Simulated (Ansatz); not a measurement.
F$_{3}$HSn (`[F][SnH]([F])[F]`), charge 0, multiplicity 1.

Question: Give a relaxed structure at PBE0-D4/def2-TZVP (Ansatz). (An estimate is asked.)

Answer: The calculation gave: 
```xyz
5

F    -1.469   -0.171    1.106
Sn    0.002    0.108   -0.050
F    -0.084   -1.309   -1.300
F     1.528   -0.262    1.003
H     0.024    1.633   -0.759
```
Point group C3v.
